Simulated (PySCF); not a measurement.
A structure optimised at B3LYP-D3(BJ)/def2-SVP, used in a PySCF frequency run:

```
C
H 1 1.1016
H 1 1.1019 2 107.04
C 1 1.5302 2 111.43 3 122.69
H 4 1.1008 1 111.18 2 62.60
H 4 1.1025 5 107.31 1 -122.24
H 4 1.1033 5 107.97 6 -115.40
Sn 1 2.1654 2 106.19 3 -115.48
O 8 2.0096 1 100.50 2 -73.20
H 9 0.9664 8 113.10 1 -173.34
H 8 1.7287 9 108.79 10 65.98
H 8 1.7304 11 110.44 9 118.78
```

Question: Write its SMILES and formula.

Answer: C[CH2][SnH2][OH], C₂H₈OSn

Question: What are its rotational constants (standard atomic weights)?

Answer: 5.9208, 2.6846, 2.0342 GHz
